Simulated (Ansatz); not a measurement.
Program: Ansatz. Geometries: PBE0-D4/def2-TZVP. ΔE: electronic, gas phase. CCSD(T)/CBS adds triple-zeta CCSD(T) − MP2 to the extrapolated MP2 energy (def2 sets, frozen cores). This one scheme is used for every species. Functionals use def2-TZVPP. HSE06 is defined as in plane-wave codes. Each species was taken in one conformer, which may not be the lowest.

`OC(F)(F)BF` + H₂ → `BF` + `OC(F)F`  (hydrogenolysis of a B–C bond)

**Question.** Is it downhill or uphill in electronic energy at CCSD(T)/CBS, and by how much? (An estimate is asked.)

**Answer.** Ansatz gave: Downhill: ΔE = -38.1 kJ/mol.

**Question.** What do these levels give: r2SCAN-D4, r2SCANh-D4, r2SCAN0-D4, HSE06-D4, ωB97X-V, CAM-B3LYP? (An estimate is asked.)

**Answer.** Ansatz gave: r2SCAN-D4 -30.3, r2SCANh-D4 -33.4, r2SCAN0-D4 -37.7, HSE06-D4 -37.4, ωB97X-V -36.7, CAM-B3LYP -41.6 kJ/mol.

**Question.** What do rigid-rotor, harmonic-oscillator terms from PBE0-D4/def2-TZVP frequencies (298.15 K, 1 bar) make of the CCSD(T)/CBS value? (An estimate is asked.)

**Answer.** The calculation gave: ΔZPE = +21.4 kJ/mol, ΔH = -21.4 kJ/mol, ΔS = 30 J/(mol·K), ΔG = -30.5 kJ/mol. Modes under 50 cm⁻¹ make the entropy rough.

Largest T1 diagnostic among the species: 0.013.

From r2SCAN to r2SCAN0 (25 % exact exchange), in def2-TZVPP and without D4, ΔE moves by −7.6 kJ/mol. The D4 term adds +6.9 kJ/mol with B3LYP and +3.7 kJ/mol with PBE0; it sums over pairs of atoms, weighted by their polarisabilities, and B3LYP, whose exchange is more repulsive, gets the larger term. In def2-TZVPP, CCSD(T) changes the Hartree–Fock value by +23.6 kJ/mol (the triples alone add +4.7 kJ/mol) and MP2 by +23.7 kJ/mol.

B3LYP here is the variant with VWN-RPA as its local correlation; programs differ in this.
